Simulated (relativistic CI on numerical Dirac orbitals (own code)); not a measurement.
# Electric-dipole lines of Sb7+

Method of calculation: Dirac-Coulomb-Breit CI, orbitals from a KLI potential per configuration, model QED (radiative potential, 1s self-energy scaled to tabulated hydrogen-like ionisation energies), unscaled Slater integrals (own radial code, finite nucleus).

CI space (outside the closed core [Ar] 3d10): 4s2 4p6 4d8, 4s2 4p6 4d7 5s, 4s2 4p6 4d7 4f, 4s2 4p5 4d9, 4s2 4p6 4d7 5p, 4s 4p6 4d9, 4s2 4p6 4d6 5s 5p, 4s2 4p6 4d7 5d, 4s2 4p6 4d6 4f 5s, 4s2 4p5 4d8 4f, 4s2 4p6 4d7 6s, 4s2 4p6 4d7 6p, 4s2 4p6 4d7 5f, 4s2 4p6 4d7 6d, 4s2 4p6 4d7 5g, 4p6 4d10, 4s2 4p6 4d7 7s, 4s2 4p6 4d7 7p, 4s2 4p5 4d8 5s, 4s2 4p6 4d7 6f, 4s 4p6 4d8 4f, 4s2 4p5 4d8 5d, 4s2 4p5 4d8 6s, 4s 4p6 4d8 5s, 4s2 4p6 4d6 5s2, 4s2 4p6 4d5 4f 5s2, 4s2 4p6 4d5 5s2 5p, 4s2 4p6 4d5 5s2 5d, 4s 4p6 4d7 5s2, 4s 4p6 4d6 4f 5s2, 4s 4p6 4d6 5s2 5p, 4s 4p6 4d6 5s2 5d. Double excitations out of closed p, d and f shells are left out; levels of such configurations are missing from the list, as are those of other unlisted configurations, and high levels can miss mixing partners. These lack a partner that the ground configuration has and come out too high: 4s2 4p5 4d8 4f, 4s2 4p5 4d8 5s, 4s2 4p5 4d8 5d, 4s2 4p5 4d8 6s.

| λ vac (nm) | Lower | Upper | A (s⁻¹) | log gf | S velocity/length |
| --- | --- | --- | --- | --- | --- |
| 20.162 | 4s2 4p6 4d8 1G_4 [8] | 4s2 4p6 4d7 5p 1F°_3 [145] | 3.38e+10 | 0.16 | 0.82 |
| 20.439 | 4s2 4p6 4d8 3P_2 [4] | 4s2 4p6 4d7 5p 3G°_3 [131] | 1.44e+10 | -0.20 | 0.81 |
| 20.483 | 4s2 4p6 4d8 3F_4 [1] | 4s2 4p6 4d7 5p 3D°_3 [95] | 1.74e+10 | -0.12 | 0.84 |
| 20.688 | 4s2 4p6 4d8 3F_3 [2] | 4s2 4p6 4d7 5p 3F°_3 [104] | 1.74e+10 | -0.11 | 0.83 |
| 20.714 | 4s2 4p6 4d8 3F_2 [3] | 4s2 4p6 4d7 5p 3F°_2 [109] | 2.30e+10 | -0.13 | 0.84 |
| 20.820 | 4s2 4p6 4d8 3P_2 [4] | 4s2 4p6 4d7 5p 3D°_2 [119] | 2.33e+10 | -0.12 | 0.83 |
| 20.836 | 4s2 4p6 4d8 3F_4 [1] | 4s2 4p6 4d7 5p 3G°_5 [80] | 2.59e+10 | 0.27 | 0.81 |
| 20.839 | 4s2 4p6 4d8 3F_3 [2] | 4s2 4p6 4d7 5p 3G°_4 [96] | 2.37e+10 | 0.14 | 0.83 |
| 20.871 | 4s2 4p6 4d8 1G_4 [8] | 4s2 4p6 4d7 5p 1H°_5 [134] | 1.44e+10 | 0.01 | 0.80 |
| 21.064 | 4s2 4p6 4d8 3F_4 [1] | 4s2 4p6 4d7 5p 3F°_4 [73] | 2.19e+10 | 0.12 | 0.81 |
| 21.117 | 4s2 4p6 4d8 3F_4 [1] | 4s2 4p6 4d7 5p 3F°_3 [71] | 1.18e+10 | -0.26 | 0.81 |
| 21.134 | 4s2 4p6 4d8 3F_4 [1] | 4s2 4p6 4d7 5p 3G°_4 [70] | 8.84e+09 | -0.27 | 0.81 |
| 21.276 | 4s2 4p6 4d8 1G_4 [8] | 4s2 4p6 4d7 5p 1G°_4 [122] | 5.82e+10 | 0.55 | 0.82 |
| 21.276 | 4s2 4p6 4d8 1D_2 [7] | 4s2 4p6 4d7 5p 1F°_3 [121] | 1.83e+10 | -0.06 | 0.83 |
| 56.074 | 4s2 4p6 4d7 5p 5D°_4 [47] | 4s2 4p6 4d7 5d 5F_3 [306] | 1.20e+10 | 0.60 | 0.94 |
| 56.680 | 4s2 4p6 4d7 5p 5F°_5 [49] | 4s2 4p6 4d7 5d 5G_6 [307] | 8.25e+09 | 0.71 | 1.09 |
| 56.758 | 4s2 4p6 4d7 5p 5D°_4 [47] | 4s2 4p6 4d7 5d 5F_4 [301] | 8.76e+09 | 0.58 | 1.03 |
| 56.981 | 4s2 4p6 4d7 5p 3H°_5 [68] | 4s2 4p6 4d7 5d 3I_6 [382] | 1.26e+10 | 0.90 | 1.13 |
| 57.776 | 4s2 4p6 4d7 5p 5F°_5 [49] | 4s2 4p6 4d7 5d 5F_5 [300] | 6.76e+09 | 0.57 | 1.04 |
| 60.147 | 4s2 4p6 4d7 5p 5F°_5 [55] | 4s2 4p6 4d7 5d 3H_6 [314] | 1.09e+10 | 0.88 | 1.08 |
| 60.561 | 4s2 4p6 4d7 5p 5F°_4 [64] | 4s2 4p6 4d7 5d 5H_5 [332] | 7.10e+09 | 0.63 | 1.08 |
| 60.564 | 4s2 4p6 4d7 5p 5G°_6 [56] | 4s2 4p6 4d7 5d 5H_7 [310] | 1.31e+10 | 1.04 | 1.10 |
| 60.899 | 4s2 4p6 4d7 5p 5G°_5 [65] | 4s2 4p6 4d7 5d 5H_6 [336] | 1.27e+10 | 0.96 | 1.09 |
| 61.000 | 4s2 4p6 4d7 5p 3H°_6 [88] | 4s2 4p6 4d7 5d 3I_7 [384] | 1.10e+10 | 0.96 | 1.13 |
| 61.268 | 4s2 4p6 4d7 5p 3G°_3 [75] | 4s2 4p6 4d7 5d 3H_4 [365] | 9.65e+09 | 0.69 | 1.08 |
| 61.401 | 4s2 4p6 4d7 5p 5D°_4 [89] | 4s2 4p6 4d7 5d 5F_5 [383] | 9.88e+09 | 0.79 | 1.06 |
| 61.466 | 4s2 4p6 4d7 5p 5G°_6 [56] | 4s2 4p6 4d7 5d 5G_6 [307] | 5.17e+09 | 0.58 | 1.02 |
| 83.027 | 4s2 4p6 4d7 5s 1H_5 [37] | 4s2 4p6 4d7 5p 1H°_5 [134] | 2.35e+09 | 0.43 | 0.37 |
| 84.236 | 4s2 4p6 4d7 5s 3H_5 [29] | 4s2 4p6 4d7 5p 3H°_5 [120] | 2.34e+09 | 0.44 | 0.38 |
| 85.003 | 4s2 4p6 4d7 5s 3F_4 [42] | 4s2 4p6 4d7 5p 3G°_5 [143] | 2.37e+09 | 0.45 | 0.37 |
| 85.216 | 4s2 4p6 4d7 5s 5P_3 [18] | 4s2 4p6 4d7 5p 5D°_4 [89] | 1.90e+09 | 0.27 | 0.38 |
| 85.951 | 4s2 4p6 4d7 5s 5F_5 [10] | 4s2 4p6 4d7 5p 5G°_6 [56] | 2.68e+09 | 0.59 | 0.38 |
| 87.071 | 4s2 4p6 4d7 5s 3D_3 [31] | 4s2 4p6 4d7 5p 3F°_4 [116] | 2.27e+09 | 0.37 | 0.37 |
| 88.583 | 4s2 4p6 4d7 5s 3G_5 [21] | 4s2 4p6 4d7 5p 3H°_6 [88] | 2.10e+09 | 0.51 | 0.37 |
| 89.656 | 4s2 4p6 4d7 5s 1G_4 [28] | 4s2 4p6 4d7 5p 3H°_5 [108] | 1.84e+09 | 0.39 | 0.36 |
| 90.441 | 4s2 4p6 4d7 5s 5F_4 [11] | 4s2 4p6 4d7 5p 5F°_5 [55] | 1.31e+09 | 0.25 | 0.35 |
| 90.579 | 4s2 4p6 4d7 5s 3H_6 [27] | 4s2 4p6 4d7 5p 3I°_7 [101] | 2.35e+09 | 0.64 | 0.36 |
| 90.858 | 4s2 4p6 4d7 5s 3F_4 [15] | 4s2 4p6 4d7 5p 3D°_3 [66] | 1.55e+09 | 0.13 | 0.32 |
| 91.138 | 4s2 4p6 4d7 5s 3F_4 [15] | 4s2 4p6 4d7 5p 5G°_5 [65] | 1.51e+09 | 0.32 | 0.35 |
| 94.900 | 4s2 4p6 4d7 5s 5F_4 [11] | 4s2 4p6 4d7 5p 5G°_4 [51] | 9.83e+08 | 0.08 | 0.32 |
| 97.460 | 4s2 4p6 4d7 5s 5F_5 [10] | 4s2 4p6 4d7 5p 5F°_5 [49] | 1.32e+09 | 0.32 | 0.31 |
| 97.774 | 4s2 4p6 4d7 5s 5F_4 [11] | 4s2 4p6 4d7 5p 5F°_3 [50] | 1.24e+09 | 0.09 | 0.31 |
| 99.626 | 4s2 4p6 4d7 5s 5F_5 [10] | 4s2 4p6 4d7 5p 5D°_4 [47] | 1.32e+09 | 0.25 | 0.29 |
| 101.14 | 4s2 4p6 4d7 5s 3H_6 [27] | 4s2 4p6 4d7 5p 3G°_5 [80] | 1.44e+09 | 0.39 | 0.25 |
| 102.48 | 4s2 4p6 4d7 5s 3G_4 [22] | 4s2 4p6 4d7 5p 3H°_5 [68] | 1.01e+09 | 0.24 | 0.27 |

Terms are leading LS components. Brackets give the number of a level in order of energy, since labels repeat. The list gives strong lines, with weight on those to low levels, among the lowest 400 of 6574 levels, so that lines to higher ones, which can be the strongest, are missing. Levels whose partners in the same complex of configurations lie outside the list can be far off, and so can their lines. Rates are taken at the computed energies, electric ones in the length gauge. A velocity-to-length ratio far from 1 marks an uncertain rate.

At this charge configurations can still be misplaced by up to about 7 % of their energy. Terms inside the open d or f shell come out 10 to 20 % too wide with unscaled integrals. Levels and lines within the n = 5 or 6 shells can be off by up to 10 % or somewhat more, and those that change n by about 2 %, since core polarisation is missing.

LS names give the leading component of a level, which can be under half, so a name can repeat, a term be missing and a line seem to break the LS rules.
